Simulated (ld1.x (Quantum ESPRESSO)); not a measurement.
**Configuration tests for Pr (ultrasoft)**

praseodymium, ultrasoft, made with ld1.x (Quantum ESPRESSO) 7.5 (PBE, scalar-relativistic). Core [Kr] 4d10, reference 4f3 5s2 5p6 5d0 6s1 6p1. Waves: 5s (bound): rcut 2.00, rcutus 2.60 bohr; 6s (bound): rcut 2.00, rcutus 2.60 bohr; 5p (bound): rcut 2.50, rcutus 2.95 bohr; 6p (bound): rcut 2.50, rcutus 2.95 bohr; 5d (bound, empty): rcut 2.50, rcutus 2.80 bohr; 5d channel at 0.1 Ry: rcut 2.50, rcutus 2.80 bohr; 4f (bound): rcut 1.35, rcutus 1.55 bohr; 4f channel at 0.15 Ry: rcut 1.35, rcutus 1.55 bohr. Local part: all-electron potential smoothed inside 2.35 bohr (lloc = -1). Core correction: Bessel-smoothed model core inside 0.75 bohr. Augmentation charge: PSQ, radius 1.15 bohr.

Energies are relative to the spin-unpolarised reference configuration 4f3 5s2 5p6 5d0 6s1 6p1; without spin polarisation the order of configurations can differ from experiment. Not all tests gave a result: test run stopped at test 7 of 7 (negative rho).

Its overlap operator is not positive definite in a basis up to 400 Ry (lowest eigenvalue p -0.17), so the file is unfit for use: the generalised eigenproblem breaks down once the basis is large enough, and its test numbers describe a broken file.

```
    valence configuration  charge  ΔE all-electron (eV)  error AE − PS (meV)
  4f3 5s2 5p6 5d0 6s2 6p0       0                -2.269                 +0.9
  4f3 5s2 5p6 5d0 6s1 6p0      +1                 3.451                 -1.2
  4f3 5s2 5p6 5d0 6s0 6p0      +2                14.077                 -4.5
  4f3 5s1 5p6 5d0 6s2 6p0      +1                41.885                  +27
  4f3 5s2 5p6 5d0 6s0 6p1      +1                 6.345                 -1.5
4f3 5s2 5p6 5d0 6s1.5 6p0    +0.5                 0.013                 -0.1
```

The ghost test of this file was not conclusive.
